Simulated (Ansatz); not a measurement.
All values below come from Ansatz (a quantum-chemistry and plane-wave program) with B3LYP-D3(BJ)/def2-TZVP. No frequencies were computed at this level.

Ansatz 0.2 input:
```yaml
crystal:
  periodic: [false, false, false]
  atoms:
    - { symbol: S, position_ang: [-0.647017, 0.819556, 1.807751] }
    - { symbol: Si, position_ang: [0.121428, -0.038029, -0.024926] }
    - { symbol: S, position_ang: [1.684251, -1.400273, 0.565275] }
    - { symbol: S, position_ang: [-1.344838, -1.157234, -1.145316] }
    - { symbol: S, position_ang: [0.748761, 1.570792, -1.325933] }
    - { symbol: H, position_ang: [-1.303387, 1.811036, 1.227045] }
    - { symbol: H, position_ang: [2.165554, -0.638273, 1.534654] }
    - { symbol: H, position_ang: [-1.466344, -2.138954, -0.26822] }
    - { symbol: H, position_ang: [0.041593, 1.17138, -2.370331] }
basis:
  gaussian: { orbitals: def2-tzvp }
hamiltonian:
  xc: b3lyp
  dispersion: d3bj
relax:
  max_steps: 150
```

Output:

```
Functional definition: B3LYP
1521 factors; their error is unknown
mean field evaluation 1: about -51290.0102 eV, gradient 2.6e1 eV
mean field evaluation 2: about -51290.5094 eV, gradient 2.5e1 eV
mean field evaluation 4: about -51291.7411 eV, gradient 1.8e0 eV
mean field evaluation 8: about -51291.7529 eV, gradient 5.8e-2 eV
mean field evaluation 16: about -51291.8486 eV, gradient 2.9e-5 eV
mean field -51291.84860861 eV, -1884.9406695027 hartree, gradient 2.9e-5 eV, S^2 0.000000; 0 other end points of the search recorded, 0 dependent functions left out
reference -51291.84887735 eV, -1884.9406793789 hartree; 41, 41 occupied and 168, 168 virtual orbitals, 1521 factors
relax step   1: F+E_penalty+E_count = -51292.57725733 eV  Δ(F+E_penalty+E_count) = +0.000e0 eV  max|allowed force component| = 6.035e-1 eV/Å  Δτ_max = 0.0000 Å  (26 SCF iters, accepted)
these checks for a lower state are left out or cut short: starts, cluster_reference, orbital_swaps, neighbouring_geometries, increment
1521 factors; their error is unknown
mean field -51291.88017309 eV, -1884.9418294759 hartree, gradient 7.9e-6 eV, S^2 0.000000; 0 other end points of the search recorded, 0 dependent functions left out
reference -51291.88044049 eV, -1884.9418393029 hartree; 41, 41 occupied and 168, 168 virtual orbitals, 1521 factors
relax step   2: F+E_penalty+E_count = -51292.62059176 eV  Δ(F+E_penalty+E_count) = -4.333e-2 eV  max|allowed force component| = 4.230e-1 eV/Å  Δτ_max = 0.1947 Å  (33 SCF iters, accepted)
these checks for a lower state are left out or cut short: starts, cluster_reference, orbital_swaps, neighbouring_geometries, increment
1521 factors; their error is unknown
mean field evaluation 32: about -51291.9202 eV, gradient 1.3e-5 eV
mean field -51291.92016886 eV, -1884.9432992935 hartree, gradient 1.3e-5 eV, S^2 0.000000; 0 other end points of the search recorded, 0 dependent functions left out
reference -51291.92043593 eV, -1884.9433091080 hartree; 41, 41 occupied and 168, 168 virtual orbitals, 1521 factors
relax step   3: F+E_penalty+E_count = -51292.65731043 eV  Δ(F+E_penalty+E_count) = -3.672e-2 eV  max|allowed force component| = 4.268e-1 eV/Å  Δτ_max = 0.1309 Å  (29 SCF iters, accepted)
these checks for a lower state are left out or cut short: starts, cluster_reference, orbital_swaps, neighbouring_geometries, increment
1521 factors; their error is unknown
mean field -51291.94751688 eV, -1884.9443043144 hartree, gradient 1.6e-5 eV, S^2 0.000000; 0 other end points of the search recorded, 0 dependent functions left out
reference -51291.94778487 eV, -1884.9443141630 hartree; 41, 41 occupied and 168, 168 virtual orbitals, 1521 factors
relax step   4: F+E_penalty+E_count = -51292.68899735 eV  Δ(F+E_penalty+E_count) = -3.169e-2 eV  max|allowed force component| = 1.981e-1 eV/Å  Δτ_max = 0.2000 Å  (29 SCF iters, accepted)
these checks for a lower state are left out or cut short: starts, cluster_reference, orbital_swaps, neighbouring_geometries, increment
1521 factors; their error is unknown
mean field -51291.95057865 eV, -1884.9444168327 hartree, gradient 2.3e-5 eV, S^2 0.000000; 0 other end points of the search recorded, 0 dependent functions left out
reference -51291.95084686 eV, -1884.9444266890 hartree; 41, 41 occupied and 168, 168 virtual orbitals, 1521 factors
relax step   5: F+E_penalty+E_count = -51292.68769347 eV  Δ(F+E_penalty+E_count) = +1.304e-3 eV  max|allowed force component| = 1.254e-1 eV/Å  Δτ_max = 0.1298 Å  (28 SCF iters, rejected (line search))
these checks for a lower state are left out or cut short: starts, cluster_reference, orbital_swaps, neighbouring_geometries, increment
1521 factors; their error is unknown
mean field -51291.95621269 eV, -1884.9446238799 hartree, gradient 9.1e-6 eV, S^2 0.000000; 0 other end points of the search recorded, 0 dependent functions left out
reference -51291.95648062 eV, -1884.9446337262 hartree; 41, 41 occupied and 168, 168 virtual orbitals, 1521 factors
relax step   6: F+E_penalty+E_count = -51292.69590555 eV  Δ(F+E_penalty+E_count) = -6.908e-3 eV  max|allowed force component| = 8.004e-2 eV/Å  Δτ_max = 0.0632 Å  (28 SCF iters, accepted)
these checks for a lower state are left out or cut short: starts, cluster_reference, orbital_swaps, neighbouring_geometries, increment
1521 factors; their error is unknown
mean field -51291.96246443 eV, -1884.9448536269 hartree, gradient 1.3e-5 eV, S^2 0.000000; 0 other end points of the search recorded, 0 dependent functions left out
reference -51291.96273252 eV, -1884.9448634790 hartree; 41, 41 occupied and 168, 168 virtual orbitals, 1521 factors
relax step   7: F+E_penalty+E_count = -51292.70182798 eV  Δ(F+E_penalty+E_count) = -5.922e-3 eV  max|allowed force component| = 3.093e-2 eV/Å  Δτ_max = 0.1000 Å  (27 SCF iters, accepted)
these checks for a lower state are left out or cut short: starts, cluster_reference, orbital_swaps, neighbouring_geometries, increment
1521 factors; their error is unknown
mean field evaluation 64: about -51291.9651 eV, gradient 2.4e-4 eV
mean field -51291.96514828 eV, -1884.9449522567 hartree, gradient 1.6e-5 eV, S^2 0.000000; 0 other end points of the search recorded, 0 dependent functions left out
reference -51291.96541768 eV, -1884.9449621568 hartree; 41, 41 occupied and 168, 168 virtual orbitals, 1521 factors
relax step   8: F+E_penalty+E_count = -51292.70413555 eV  Δ(F+E_penalty+E_count) = -2.308e-3 eV  max|allowed force component| = 1.648e-1 eV/Å  Δτ_max = 0.1484 Å  (27 SCF iters, accepted)
these checks for a lower state are left out or cut short: starts, cluster_reference, orbital_swaps, neighbouring_geometries, increment
1521 factors; their error is unknown
mean field -51291.96639866 eV, -1884.9449982071 hartree, gradient 7.9e-6 eV, S^2 0.000000; 0 other end points of the search recorded, 0 dependent functions left out
reference -51291.96666798 eV, -1884.9450081047 hartree; 41, 41 occupied and 168, 168 virtual orbitals, 1521 factors
relax step   9: F+E_penalty+E_count = -51292.70559453 eV  Δ(F+E_penalty+E_count) = -1.459e-3 eV  max|allowed force component| = 2.473e-2 eV/Å  Δτ_max = 0.0121 Å  (29 SCF iters, accepted)
these checks for a lower state are left out or cut short: starts, cluster_reference, orbital_swaps, neighbouring_geometries, increment
1521 factors; their error is unknown
mean field -51291.96658319 eV, -1884.9450049885 hartree, gradient 7.2e-6 eV, S^2 0.000000; 0 other end points of the search recorded, 0 dependent functions left out
reference -51291.96685261 eV, -1884.9450148896 hartree; 41, 41 occupied and 168, 168 virtual orbitals, 1521 factors
relax step  10: F+E_penalty+E_count = -51292.70580010 eV  Δ(F+E_penalty+E_count) = -2.056e-4 eV  max|allowed force component| = 3.389e-3 eV/Å  Δτ_max = 0.0173 Å  (28 SCF iters, accepted)
these checks for a lower state are left out or cut short: starts, cluster_reference, orbital_swaps, neighbouring_geometries, increment
1521 factors; their error is unknown
mean field -51291.96653321 eV, -1884.9450031519 hartree, gradient 7.5e-6 eV, S^2 0.000000; 0 other end points of the search recorded, 0 dependent functions left out
reference -51291.96680274 eV, -1884.9450130568 hartree; 41, 41 occupied and 168, 168 virtual orbitals, 1521 factors
relax step  11: F+E_penalty+E_count = -51292.70584679 eV  Δ(F+E_penalty+E_count) = -4.669e-5 eV  max|allowed force component| = 6.287e-3 eV/Å  Δτ_max = 0.0202 Å  (28 SCF iters, accepted)
1521 factors; their error is unknown
mean field evaluation 96: about -51291.8707 eV, gradient 2.8e-1 eV
mean field -51291.96653321 eV, -1884.9450031519 hartree, gradient 7.6e-6 eV, S^2 0.000000; 1 other end points of the search recorded, 0 dependent functions left out
reference -51291.96680274 eV, -1884.9450130568 hartree; 41, 41 occupied and 168, 168 virtual orbitals, 1521 factors
Total energy: -51292.70611632 eV, -1884.9721823297 hartree
Atom 0 at    -0.625706     0.814736     1.873685 Å, force    -0.005848     0.002787    -0.003462 eV/Å
Atom 1 at     0.000584    -0.000059    -0.000119 Å, force     0.001077    -0.000216    -0.001523 eV/Å
Atom 2 at     1.584464    -1.368520     0.431325 Å, force     0.001219     0.002393     0.002434 eV/Å
Atom 3 at    -1.484149    -1.105868    -1.068034 Å, force    -0.000059    -0.001047     0.004443 eV/Å
Atom 4 at     0.528279     1.660081    -1.238234 Å, force     0.001587    -0.004155    -0.006287 eV/Å
Atom 5 at    -1.523829     1.655604     1.327404 Å, force     0.003827    -0.002760     0.003617 eV/Å
Atom 6 at     2.302401    -0.478302     1.141219 Å, force    -0.001172    -0.002485    -0.002274 eV/Å
Atom 7 at    -1.571844    -2.082388    -0.145832 Å, force     0.000190     0.000929    -0.002335 eV/Å
Atom 8 at     0.789802     0.904717    -2.321415 Å, force    -0.000820     0.004554     0.005387 eV/Å
Dipole moment:    -0.000993    -0.000208     0.000643 e Å
```

Cost: very roughly 2.3 core-minutes.
